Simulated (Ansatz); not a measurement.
Isomers of Rb$_{4}$H$_{4}$ (singlet), relaxed with PBE0-D4/def2-SVP; total energies from Ansatz at CCSD(T)/def2-TZVP.

| isomer | description | energy (Eh) |
| --- | --- | --- |
| A | point group not assigned; 8 × H–Rb 2.55 to 2.71 Å | -97.85844 |
| B | point group C2h; 10 × H–Rb 2.58 to 2.94 Å | -97.86830 |

In the def2 sets Rb takes a core potential; there is no spin–orbit coupling. Correlated methods freeze no core orbitals; core or outer-core shells of Rb are correlated, in sets that lack core-valence functions.

The isomers come from a short search, and lower ones may exist.

Q: Work out the relative energies (1 Eh = 2625.5 kJ/mol) and the Boltzmann populations at 1200 K from electronic energies alone (R = 8.314 J/mol/K).

A: ΔE: A 25.9, B 0.0 kJ/mol. RT = 9.98 kJ/mol. Factors exp(−ΔE/RT): A 0.0746, B 1; sum 1.075. Populations: A 6.9 %, B 93.1 %. Zero-point energy, vibrational entropy and symmetry numbers are left out and can shift these; an error of 4 kJ/mol changes a ratio by a factor of 1.5. Over the other density-functional and correlated levels in def2 sets, the gap between B and A ranges from 25 to 28 kJ/mol.
